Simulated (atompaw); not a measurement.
## u(r) = r·R(r): atom against pseudo-atom (cadmium (Cd))

Columns: radius, all-electron u(r) and pseudo u(r) of the 5p shell (level -14.59 eV) of cadmium in the configuration [Kr] 4d10 5s0 5p0; PBE, scalar-relativistic, PAW (atompaw) scheme, atompaw 4.2.0.5.

```json
{"r (bohr)": "0.096", "all-electron": "-0.0902", "pseudo": "0.0024"}
{"r (bohr)": "0.192", "all-electron": "0.1262", "pseudo": "0.0096"}
{"r (bohr)": "0.288", "all-electron": "0.1718", "pseudo": "0.0215"}
{"r (bohr)": "0.385", "all-electron": "0.0547", "pseudo": "0.0380"}
{"r (bohr)": "0.481", "all-electron": "-0.0992", "pseudo": "0.0585"}
{"r (bohr)": "0.577", "all-electron": "-0.2189", "pseudo": "0.0829"}
{"r (bohr)": "0.673", "all-electron": "-0.2816", "pseudo": "0.1106"}
{"r (bohr)": "0.769", "all-electron": "-0.2895", "pseudo": "0.1412"}
{"r (bohr)": "0.865", "all-electron": "-0.2550", "pseudo": "0.1743"}
{"r (bohr)": "0.962", "all-electron": "-0.1909", "pseudo": "0.2097"}
{"r (bohr)": "1.058", "all-electron": "-0.1107", "pseudo": "0.2461"}
{"r (bohr)": "1.154", "all-electron": "-0.0229", "pseudo": "0.2833"}
{"r (bohr)": "1.250", "all-electron": "0.0663", "pseudo": "0.3209"}
{"r (bohr)": "1.346", "all-electron": "0.1528", "pseudo": "0.3583"}
{"r (bohr)": "1.442", "all-electron": "0.2340", "pseudo": "0.3950"}
{"r (bohr)": "1.538", "all-electron": "0.3082", "pseudo": "0.4306"}
{"r (bohr)": "1.635", "all-electron": "0.3755", "pseudo": "0.4651"}
{"r (bohr)": "1.731", "all-electron": "0.4341", "pseudo": "0.4973"}
{"r (bohr)": "1.827", "all-electron": "0.4847", "pseudo": "0.5272"}
{"r (bohr)": "1.923", "all-electron": "0.5277", "pseudo": "0.5545"}
{"r (bohr)": "2.019", "all-electron": "0.5634", "pseudo": "0.5790"}
{"r (bohr)": "2.115", "all-electron": "0.5923", "pseudo": "0.6003"}
{"r (bohr)": "2.212", "all-electron": "0.6150", "pseudo": "0.6185"}
{"r (bohr)": "2.308", "all-electron": "0.6318", "pseudo": "0.6329"}
{"r (bohr)": "2.404", "all-electron": "0.6433", "pseudo": "0.6434"}
{"r (bohr)": "2.500", "all-electron": "0.6500", "pseudo": "0.6500"}
```

Problem. How many radial nodes do the two functions have?

Solution. The all-electron 5p function has n − l − 1 = 3; the pseudo-wave has 0, since the states of the same l below it are removed with the core.

Problem. Is the pseudo-wave norm-conserving?

Solution. No, it belongs to a PAW set: the norm inside the radius is not constrained, and the difference is carried by the augmentation charge.
